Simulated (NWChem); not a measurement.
Species: C$_{2}$H$_{4}$NO anion

```xyz
8

C      0.4897    -1.3680    -0.0854
N     -0.6797    -0.5482    -0.3067
C     -0.5403     0.7117     0.0453
O      0.4543     1.3144     0.5454
H      0.8066    -1.4017     0.9805
H      0.2849    -2.4052    -0.4068
H      1.3857    -1.0135    -0.6415
H     -1.4703     1.3149    -0.1424
```
Atoms are numbered in this order, from 1.

Program: NWChem. Pople sets run with spherical d functions. All runs use the structure optimised with B3LYP/def2-SVPD. Level: PBE0/6-31+G* with COSMO at NWChem's default radii, gas-phase geometry; the question gives the dielectric constant. Reactions with the solvent are ignored.

Estimate the computed values for dielectric constant 7.6. Quantities: electrostatic solvation energy (kcal/mol).


```
Property                                   Value
-----------------------------------------  -----
electrostatic solvation energy (kcal/mol)  -58.8
```
